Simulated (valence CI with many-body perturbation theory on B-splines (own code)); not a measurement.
Questions on Cs⁵⁰⁺

Computed by valence CI with perturbative core correlation (CI+MBPT): three valence electrons over a frozen Dirac-Fock core [He], radial functions for each j: 9 s, 9 p, 8 d, 6 f, 3 g, 1 h, with the one-electron correlation potential Σ1, the two-electron term Σ2, the three-electron term Σ3, Breit, model QED; selected CI, second order for the rest, scaled by the run's own slope (own B-spline code, finite nucleus).

No measured spectrum was set against this ion. As an estimate, large intervals hold to a few tenths of a per cent, small ones and those within an open d or f shell to about a per cent.

Levels are named by their leading jj configuration (3d3/2^4 stands for four electrons in 3d with j = 3/2), which in mixed levels can hold well under half, so a name can repeat and another be missing.

Rates and lifetimes use the calculated energies. Strong lines usually hold to 10 to 20 %, long lifetimes can be off by a factor of two.

(1) What is the ground level?

(2) What is the ionisation energy?

(3) Where does the other parity begin?

(4) What are the static dipole polarisabilities of the lowest levels?

(5) Name the longest-lived excited levels whose lifetime is computed, and their main decay.

Results:

(1) (2s^2 2p1/2) J=1/2, composition 100 % 2s2 2p 2P°, g = 0.640.

(2) 9623.5 eV; NIST lists 9629 ± 4 eV (theoretical).

(3) At (2s 2p1/2^2) J=1/2, 168.0 eV.

(4) (2s^2 2p1/2) J=1/2 0.000626 bohr³, of which the core gives 8.47e-07.

(5) (2s^2 2p3/2) J=3/2 at 388.4 eV lives 1.10 ns, mostly by E1 to (2s 2p1/2^2) J=1/2; (2s 2p1/2 2p3/2) J=5/2 at 537.9 eV lives 233 ps, mostly by E1 to (2s^2 2p3/2) J=3/2; (2s 2p1/2 2p3/2) J=3/2 at 505.6 eV lives 216 ps, mostly by E1 to (2s^2 2p1/2) J=1/2.
